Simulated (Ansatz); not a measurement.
Reaction (formal exchange of groups at a B–O bond): `BO[SiH2]S` + `C[CH]1[CH2][AlH]1` → `[BH2][Al]1[CH2][CH]1C` + `O[SiH2]S`

Program: Ansatz. Geometries: PBE0-D4/def2-TZVP. ΔE: electronic, gas phase. CCSD(T)/CBS is the MP2 limit (def2-TZVPP, def2-QZVPP) plus CCSD(T) − MP2 in def2-TZVPP, frozen cores. Functionals use def2-TZVPP. B3LYP here is the variant with VWN-RPA as its local correlation; programs differ in this. Each species was taken in one conformer, which may not be the lowest.

`BO[SiH2]S`:

```xyz
9

B    -1.836   -0.028   -0.245
O    -0.686    0.446    0.277
Si    0.798   -0.261    0.469
S     2.143    0.282   -1.080
H    -1.900   -1.168   -0.624
H    -2.774    0.715   -0.307
H     1.296    0.200    1.782
H     0.680   -1.736    0.387
H     2.280    1.551   -0.658
```

`C[CH]1[CH2][AlH]1`:

```xyz
11

C     1.071   -0.981   -0.176
C     0.279    0.161    0.413
C    -0.608    1.013   -0.582
Al   -1.573    0.271    0.885
H     1.537   -1.590    0.603
H     0.440   -1.649   -0.771
H     1.867   -0.619   -0.840
H     0.915    0.819    1.012
H    -0.735    0.529   -1.553
H    -0.319    2.053   -0.720
H    -2.874   -0.008    1.730
```

`[BH2][Al]1[CH2][CH]1C`:

```xyz
13

B     2.120   -1.811    1.313
Al    0.553   -0.592    0.779
C    -1.300    0.018    0.673
C    -0.352    0.915   -0.107
C    -0.528    1.003   -1.602
H     2.748   -1.618    2.314
H     2.454   -2.736    0.630
H    -1.774    0.438    1.558
H    -1.995   -0.573    0.078
H    -0.180    1.882    0.366
H    -1.437    1.562   -1.861
H     0.319    1.498   -2.080
H    -0.627    0.014   -2.061
```

`O[SiH2]S`:

Z-matrix (Å, degrees):
```
Si
S 1 2.133
O 1 1.642 2 113.5
H 1 1.478 2 111.7 3 117.8
H 1 1.484 2 102.9 3 -122.0
H 2 1.344 1 94.6 3 -65.2
H 3 0.959 1 117.2 2 -51.2
```

Question: Is it downhill or uphill in electronic energy at CCSD(T)/CBS, and by how much? (An estimate is asked.)

Answer: The calculation gave: Uphill: ΔE = +140.5 kJ/mol.

Question: What do these levels give: r2SCAN-D4, PBE0-D4, ωB97X-V, PBE, r2SCAN, B3LYP, HF/def2-TZVPP, CCSD(T)/def2-TZVPP, MP2/def2-QZVPP, SCS-MP2/def2-QZVPP, HF/CBS(def2), CCSD/CBS(def2)? (Best estimate.)

Answer: The calculation gave: r2SCAN-D4 123.6, PBE0-D4 127.1, ωB97X-V 149.5, PBE 108.9, r2SCAN 123.2, B3LYP 136.0, HF/def2-TZVPP 167.7, CCSD(T)/def2-TZVPP 140.8, MP2/def2-QZVPP 150.8, SCS-MP2/def2-QZVPP 154.2, HF/CBS(def2) 169.2, CCSD/CBS(def2) 146.0 kJ/mol.

Largest T1 diagnostic among the species: 0.020, so the coupled-cluster value is less sure than usual.

In def2-TZVPP, CCSD(T) changes the Hartree–Fock value by −26.9 kJ/mol (the triples alone add −5.5 kJ/mol) and MP2 by −17.2 kJ/mol. From PBE to PBE0 (25 % exact exchange), in def2-TZVPP and without D4, ΔE moves by +16.8 kJ/mol.
